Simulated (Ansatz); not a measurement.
Geometry optimisation, RKS PBE-D4/6-31G in Ansatz 0.2.0.

Input file:

```yaml
crystal:
  periodic: [false, false, false]
  atoms:
    - { symbol: C, position_ang: [1.6296, 1.0896, 0.6195] }
    - { symbol: C, position_ang: [0.8543, 0.099, -0.2581] }
    - { symbol: Si, position_ang: [1.5103, -1.6167, 0.0344] }
    - { symbol: B, position_ang: [-0.6459, 0.1265, 0.0115] }
    - { symbol: Si, position_ang: [-1.9501, 0.4851, -1.4582] }
    - { symbol: P, position_ang: [-1.4297, -0.1937, 1.7854] }
    - { symbol: H, position_ang: [1.491, 0.9063, 1.6928] }
    - { symbol: H, position_ang: [1.2156, 2.168, 0.4039] }
    - { symbol: H, position_ang: [2.6685, 1.1604, 0.4041] }
    - { symbol: H, position_ang: [1.0436, 0.348, -1.3013] }
    - { symbol: H, position_ang: [2.9679, -1.6356, -0.2506] }
    - { symbol: H, position_ang: [1.3734, -1.9762, 1.4769] }
    - { symbol: H, position_ang: [0.7905, -2.5579, -0.824] }
    - { symbol: H, position_ang: [-2.7594, 1.7058, -1.0972] }
    - { symbol: H, position_ang: [-1.201, 0.7007, -2.6798] }
    - { symbol: H, position_ang: [-2.8525, -0.6174, -1.5954] }
    - { symbol: H, position_ang: [-2.3104, 0.9645, 1.7497] }
    - { symbol: H, position_ang: [-2.4333, -1.1452, 1.3381] }
basis:
  gaussian: { orbitals: "6-31G" }
hamiltonian:
  xc: pbe
  dispersion: d4
relax:
  f_tol: 0.015
  max_steps: 40
```

Run as:

```bash
$ ansatz run input.yaml --threads 1 --pin off --max-ram 2048MiB --backend cpu --events-out ev --progress --plain --runs-dir out
```

Q: Where does it end, and by what steps?

A: It converged. The force dipped under the threshold on the way, but the program's further checks kept it going. Limits of this set-up: no polarisation functions. After 19 steps the energy has fallen by 0.959 eV; H18 moved furthest, 1.69 Å.

```tsv
step	energy less start (eV)	largest force component (eV/Å)	accepted
0	0.0000	2.404	yes
1	-0.4451	0.864	yes
2	-0.5358	0.485	yes
3	-0.5537	0.361	yes
4	-0.6014	0.215	yes
5	-0.6604	0.374	yes
6	-0.7056	0.592	yes
7	-0.7536	0.659	yes
8	-0.8036	0.629	yes
9	-0.8502	0.471	yes
10	-0.8978	0.418	yes
11	-0.9386	0.124	yes
12	-0.9495	0.152	yes
13	-0.9533	0.206	yes
14	-0.9575	0.074	yes
15	-0.9587	0.025	yes
16	-0.9589	0.012	yes
17	-0.9591	0.012	yes
18	-0.9591	0.011	yes
19	-0.9592	0.012	yes
```

```xyz
18
Properties=species:S:1:pos:R:3
C 1.551 1.076 1.004
C 0.772 0.386 -0.140
Si 1.473 -1.445 -0.363
B -0.767 0.184 0.007
Si -1.950 -0.108 -1.628
P -1.578 -0.029 1.732
H 1.445 0.524 1.955
H 1.171 2.100 1.171
H 2.630 1.151 0.782
H 1.005 0.856 -1.118
H 2.947 -1.331 -0.704
H 1.329 -2.193 0.943
H 0.773 -2.210 -1.464
H -2.662 1.201 -1.946
H -1.168 -0.489 -2.874
H -3.039 -1.147 -1.425
H -1.042 1.032 2.559
H -2.929 0.451 1.563
```

Whether the end is a true minimum wasn't checked by a vibrational analysis.

Run time: 2.7 min on 1 thread of Arm Neoverse V1, with other jobs on the host, peak memory 0.17 GiB.
